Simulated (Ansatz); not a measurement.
`FBO[SiH3]` + CH₃SH → `CSBO[SiH3]` + H–F  (ligand exchange at a B–F bond)

Computed with Ansatz on PBE0-D4/def2-TZVP structures; ΔE is electronic, products minus reactants. CBS: MP2 limit from def2 TZ/QZ plus the TZ coupled-cluster correction, frozen cores. This one scheme is used for every species. DFT in def2-TZVPP. Each species was taken in one conformer, which may not be the lowest.

`FBO[SiH3]`:

```xyz
8

F     1.986    0.000   -1.889
B     0.799   -0.136   -1.318
O     0.684    0.155   -0.013
Si   -0.572    0.127    1.065
H    -0.120   -0.513   -1.988
H    -0.754    1.499    1.591
H    -1.812   -0.333    0.390
H    -0.211   -0.799    2.162
```

CH₃SH:

Z-matrix (Å, degrees):
```
C
S 1 1.806
H 1 1.089 2 111.5
H 1 1.089 2 111.5 3 -123.8
H 1 1.090 2 106.2 3 118.1
H 2 1.342 1 97.1 3 61.9
```

`CSBO[SiH3]`:

Z-matrix (Å, degrees):
```
C
S 1 1.808
H 1 1.089 2 109.2
H 1 1.089 2 109.8 3 120.2
H 1 1.089 2 109.3 3 -119.5
B 2 1.799 1 102.8 3 -121.6
O 6 1.352 2 121.0 1 -179.9
H 6 1.199 2 119.3 1 0.1
Si 7 1.654 6 135.1 2 -0.2
H 9 1.481 7 106.7 6 178.0
H 9 1.484 7 109.9 6 -62.5
H 9 1.484 7 110.0 6 58.5
```

H–F:

Cartesian coordinates in Å:
```
F -0.287 0.265 -0.242
H 0.287 -0.265 0.242
```

```
          level  ΔE (eV)
    LDA (SPW92)     0.70
      revPBE-D4     0.61
         B2PLYP     0.87
           PBE0     0.78
CCSD/def2-TZVPP     0.85
  HF/def2-QZVPP     1.14
 MP2/def2-QZVPP     0.69
  MP2/CBS(def2)     0.67
```

What does CCSD(T)/CBS give? (Estimate.)

The calculation gave: +0.73 eV. The listed levels differ from it by -0.03, -0.12, 0.14, 0.05, 0.12, 0.41, -0.04, -0.06 eV.

Largest T1 diagnostic among the species: 0.013.

From BLYP to BHLYP (50 % exact exchange), in def2-TZVPP and without D4, ΔE moves by +0.06 eV. The D4 term adds −0.12 eV with B3LYP and −0.07 eV with PBE0; it sums over pairs of atoms, weighted by their polarisabilities, and B3LYP, whose exchange is more repulsive, gets the larger term. At CCSD(T), def2-SVP lies +0.21 eV from the extrapolated value and def2-TZVPP +0.05 eV.

B3LYP here is the variant with VWN-RPA as its local correlation; programs differ in this.
